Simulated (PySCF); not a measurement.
States of one metal complex from SC-NEVPT2 in the d shell, PySCF, above the ground state:

```json
{"2S+1": "3", "degeneracy": "1", "energy / cm⁻¹": "0", "f (electric dipole)": "–"}
{"2S+1": "1", "degeneracy": "2", "energy / cm⁻¹": "6906", "f (electric dipole)": "–"}
{"2S+1": "1", "degeneracy": "1", "energy / cm⁻¹": "12266", "f (electric dipole)": "–"}
{"2S+1": "3", "degeneracy": "3", "energy / cm⁻¹": "13766", "f (electric dipole)": "0"}
{"2S+1": "3", "degeneracy": "3", "energy / cm⁻¹": "16843", "f (electric dipole)": "3.3e-02"}
{"2S+1": "1", "degeneracy": "3", "energy / cm⁻¹": "19627", "f (electric dipole)": "–"}
{"2S+1": "1", "degeneracy": "3", "energy / cm⁻¹": "20279", "f (electric dipole)": "–"}
{"2S+1": "3", "degeneracy": "3", "energy / cm⁻¹": "27149", "f (electric dipole)": "5.7e-03"}
{"2S+1": "1", "degeneracy": "2", "energy / cm⁻¹": "30515", "f (electric dipole)": "–"}
{"2S+1": "1", "degeneracy": "3", "energy / cm⁻¹": "32068", "f (electric dipole)": "–"}
{"2S+1": "1", "degeneracy": "1", "energy / cm⁻¹": "38131", "f (electric dipole)": "–"}
```

Question: Which of these complexes, all computed at model or optimised geometries, gave the data?
A. [CrF6]2- (d2, octahedral)
B. [TcCl4]+ (d2, tetrahedral)
C. [Ni(NH3)5]2+ (d8, square pyramidal)
D. NbI3 (d2, trigonal planar)

Answer: B. [TcCl4]+ (d2, tetrahedral) has 3A2, then 1E at 6906, 1A1 at 12266 cm⁻¹ (NEVPT2). The others: [Ni(NH3)5]2+ (d8, square pyramidal) has 3A', then a 2S+1 = 3 state (98 % 3F) at 6908, 1A' at 11032 cm⁻¹ (NEVPT2); [CrF6]2- (d2, octahedral) has 3T1g, then 1T2g at 13302, 1Eg at 13526 cm⁻¹ (NEVPT2); NbI3 (d2, trigonal planar) has 3E'', then 1A1' at 3341, 3A2' at 3875 cm⁻¹ (NEVPT2).

The d shell alone is too small an active space for [TcCl4]+ (an active orbital has only 0.54 squared overlap with the free ion's shell): its levels, fitted parameters, g values and moments show what this model gives and aren't sound predictions.

The d shell alone is too small an active space for NbI3 (an active orbital has only 0.68 squared overlap with the free ion's shell): its levels, fitted parameters, g values and moments show what this model gives and aren't sound predictions.

On [TcCl4]+: The geometry is a model, and the complex may not exist in this form. Charge-transfer states lie outside this active space and may come lower than some of these levels. NEVPT2 on the d shell alone tends to put d–d bands too high for such charged or covalently bound ions.
